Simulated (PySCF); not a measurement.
# Correlation energy of Se+ (selenium, charge +1)

[Ar] 3d10 4s2 4p3, high-spin 4S determinant. Computed with PySCF 2.14 in cc-pVTZ-PP with ECP10MDF (5s4p3d1f, 39 functions), with a scalar-relativistic core potential. Frozen: 3s2 3p6 3d10; 5 electrons correlated.

MP2 pair energies summed by pair of shells (mhartree):

```csv
pair,energy,share (%)
4s-4p,-49.98,66.2
4p-4p,-16.60,22.0
4s-4s,-8.96,11.9
```

Total MP2 correlation energy: -75.54 mhartree.

Same-spin part -20.01 and opposite-spin part -55.53 mhartree; SCS-MP2 scales them by 1/3 and 6/5 to -73.30 mhartree.

```csv
level,correlation energy (mhartree)
CCSD,-90.18
(T),-2.54
CCSD(T),-92.72
```

Diagnostics: T1 = 0.0024, D1 = 0.0049, largest double amplitude 0.053.

Cost of the coupled-cluster step: 0.34 s of wall time on 1 thread of Neoverse-V1 (shared host), for 5 correlated electrons.

Iterations:

```
CC2 = 0
CCSD nocc = (np.int64(4), np.int64(1)), nmo = (30, 30)
frozen orbitals [[0, 1, 2, 3, 4, 5, 6, 7, 8], [0, 1, 2, 3, 4, 5, 6, 7, 8]]
max_cycle = 100
direct = 0
conv_tol = 1e-08
conv_tol_normt = 1e-06
diis_space = 8
diis_start_cycle = 0
Init t2, MP2 energy = -0.0755355296131388
Init E_corr(UCCSD) = -0.0755355296143474
cycle = 1  E_corr(UCCSD) = -0.0873058766243035  dE = -0.011770347  norm(t1,t2) = 0.0336232
cycle = 2  E_corr(UCCSD) = -0.0894518557436833  dE = -0.00214597912  norm(t1,t2) = 0.00877065
cycle = 3  E_corr(UCCSD) = -0.0901986255035591  dE = -0.00074676976  norm(t1,t2) = 0.00294316
cycle = 4  E_corr(UCCSD) = -0.0901836859835735  dE = 1.493952e-05  norm(t1,t2) = 0.000374715
cycle = 5  E_corr(UCCSD) = -0.0901832580911213  dE = 4.27892452e-07  norm(t1,t2) = 3.65381e-05
cycle = 6  E_corr(UCCSD) = -0.0901831405855173  dE = 1.17505604e-07  norm(t1,t2) = 7.77831e-06
cycle = 7  E_corr(UCCSD) = -0.0901832238880761  dE = -8.33025588e-08  norm(t1,t2) = 1.55131e-06
cycle = 8  E_corr(UCCSD) = -0.0901831981984096  dE = 2.56896665e-08  norm(t1,t2) = 1.31738e-07
cycle = 9  E_corr(UCCSD) = -0.0901832009164653  dE = -2.7180557e-09  norm(t1,t2) = 2.37795e-08
UCCSD converged
E(UCCSD) = -371.6382277024448  E_corr = -0.09018320091646531
UCCSD(T) correction = -0.00253769155110158
```
